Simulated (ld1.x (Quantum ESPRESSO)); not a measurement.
# Cutoff test, Xe (Z = 54), TM

* Element: Xe (Z = 54)
* Generator: ld1.x (Quantum ESPRESSO) 7.5
* Type: norm-conserving Troullier–Martins (Kleinman–Bylander form)
* Functional: PBEsol
* Relativity: scalar-relativistic
* Frozen core: [Kr]
* Valence charge: 18
* Reference configuration: 4d10 5s2 5p5.75 (charge +0.25)
* Partial waves: 5s (bound): rc 1.45 bohr; 5p (bound): rc 2.00 bohr; 4d (bound): rc 0.95 bohr
* Local potential: the d channel
* Core correction: a·sin(br)/r model core inside 0.75 bohr

The pseudo-atom Hamiltonian at the reference potential is diagonalised in spherical Bessel functions j_l(qr) that vanish at 20 bohr, with q² up to the cutoff. All-electron valence levels (Ry): 5s -1.6183, 5p -0.7604, 4d -4.5346.

How do the lowest levels (Ry) of each channel move with the cutoff, and are there ghosts?

```csv
cutoff (Ry),s #1,s #2,s #3,p #1,p #2,d #1,f #1,f #2,Σ f·Δε (mRy)
8,-1.5178,-0.1493,0.0003,-0.7487,-0.0245,-0.3122,0.0787,0.1994,42493.1
21,-10.3931,-1.5627,-0.1098,-0.7596,-0.0247,-1.7855,0.0787,0.1993,27607.6
45,-18.0178,-1.6143,-0.1109,-6.1853,-0.7604,-3.6881,0.0787,0.1992,8474.1
90,-18.9159,-1.6176,-0.1121,-8.0839,-0.7604,-4.4995,0.0787,0.1992,352.7
160,-18.9306,-1.6182,-0.1121,-8.1508,-0.7604,-4.5345,0.0787,0.1992,2.1
300,-18.9332,-1.6183,-0.1122,-8.1519,-0.7604,-4.5347,0.0787,0.1992,0.0
400,-18.9332,-1.6183,-0.1122,-8.1519,-0.7604,-4.5347,0.0787,0.1992,0.0
```

Result: ghost states, extra bound levels that the all-electron valence spectrum of the same l lacks: s at -257.6 eV, p at -110.9 eV (a true bound ghost makes a file unfit for plane-wave use); 10 mRy is reached at 140 Ry and 1 mRy at 230 Ry.
